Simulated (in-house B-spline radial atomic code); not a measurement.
Whole-atom quantities along the 10-electron series, configuration [He] 2s2 2p6. Breit and QED terms are first order and not part of the total energy; the density at the nucleus is averaged over the nuclear charge. Computed with a B-spline radial code for spherical atoms: Dirac-Hartree-Fock, average of the configuration, finite nuclei.

```csv
ion,Z,E/Z² (Eh),Σ<r²> (bohr²),n(0)/Z³ (bohr⁻³),Lamb diamagnetic shielding (ppm),repulsion over attraction,Breit energy (eV),self-energy (eV),vacuum polarisation (eV),Dirac less non-relativistic energy (Eh)
Mo32+,42,-1.8376,0.18067,1.1716,2944.78,0.049604,55.925,48.241,-5.4606,-66.297
Tc33+,43,-1.8441,0.17112,1.2012,3025.2,0.048456,60.305,52.34,-6.0223,-73.231
Ru34+,44,-1.8504,0.16228,1.23,3106.14,0.047357,64.914,56.686,-6.6285,-80.709
Rh35+,45,?,?,?,?,?,?,?,?,?
Pd36+,46,-1.8627,0.14647,1.2941,3269.67,0.045294,74.843,66.155,-7.9861,-97.421
Ag37+,47,?,?,?,?,?,?,?,?,?
Cd38+,48,-1.8747,0.13278,1.3626,3435.53,0.043393,85.767,76.728,-9.5569,-116.69
```

Q: Fill in the row of Rh35+.

A: E/Z² (Eh): -1.8566; Σ<r²> (bohr²): 0.15409; n(0)/Z³ (bohr⁻³): 1.2618; Lamb diamagnetic shielding (ppm): 3187.62; repulsion over attraction: 0.046305; Breit energy (eV): 69.758; self-energy (eV): 61.287; vacuum polarisation (eV): -7.2822; Dirac less non-relativistic energy (Eh): -88.762.

Q: Fill in the row of Ag37+.

A: E/Z² (Eh): -1.8688; Σ<r²> (bohr²): 0.13938; n(0)/Z³ (bohr⁻³): 1.3286; Lamb diamagnetic shielding (ppm): 3352.3; repulsion over attraction: 0.044325; Breit energy (eV): 80.177; self-energy (eV): 71.298; vacuum polarisation (eV): -8.7435; Dirac less non-relativistic energy (Eh): -106.72.

Q: With what power of Z does the column «Dirac less non-relativistic energy (Eh)» change over this range?

A: A fit of the logarithm of its size against log Z from Z = 42 to 48 has slope 4.23. An unscreened hydrogenic electron would give 4 at low Z; screening makes the apparent power larger near the neutral end, and relativity raises it again at high Z.
